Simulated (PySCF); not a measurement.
C₆ coefficients of unlike pairs at PBE

Calculated with PySCF 2.14 from the dipole response of each species, C₆(A,B) = (3/π) ∫ α_A(iu) α_B(iu) du, in atomic units, from isotropic polarisabilities. For ions this is the dispersion term alone; charge-induced terms of lower order in 1/R come first.

```tsv
species	configuration	basis	relativity	α (bohr³)	C₆ (like pair)
Mn⁺	[Ar] 3d5 4s1 (7S)	aug-cc-pVTZ (8s7p5d3f2g)	none	28.46	148.5
I³⁺	[Kr] 4d10 5s2 5p2 (3P)	aug-cc-pwCVTZ-PP with ECP28MDF (8s7p6d4f1g)	core potential	10.05	57.37
Ar²⁺	[Ne] 3s2 3p4 (3P)	aug-cc-pV(T+d)Z with one added diffuse shell each of s, p, d, f type (7s6p5d3f)	none	4.833	16.99
Te	[Kr] 4d10 5s2 5p4 (3P)	x2c-QZVPPall with one added diffuse shell each of s, p, d, f type (14s10p8d5f1g)	spin-free X2C	41.46	458.8
```

Question: Estimate C₆ for I³⁺ with Mn⁺.

Answer: The integral gives 83.45. The combination rule 2 C_A C_B / (C_A α_B/α_A + C_B α_A/α_B) gives 79.28 and the geometric mean 92.31.

No spin-orbit coupling is included.

The other pairs:

```json
{"pair": "Te, Ar²⁺", "C₆": "80.90"}
{"pair": "Te, I³⁺", "C₆": "153.6"}
{"pair": "Te, Mn⁺", "C₆": "258.0"}
{"pair": "Ar²⁺, Mn⁺", "C₆": "43.49"}
{"pair": "Ar²⁺, I³⁺", "C₆": "31.05"}
```
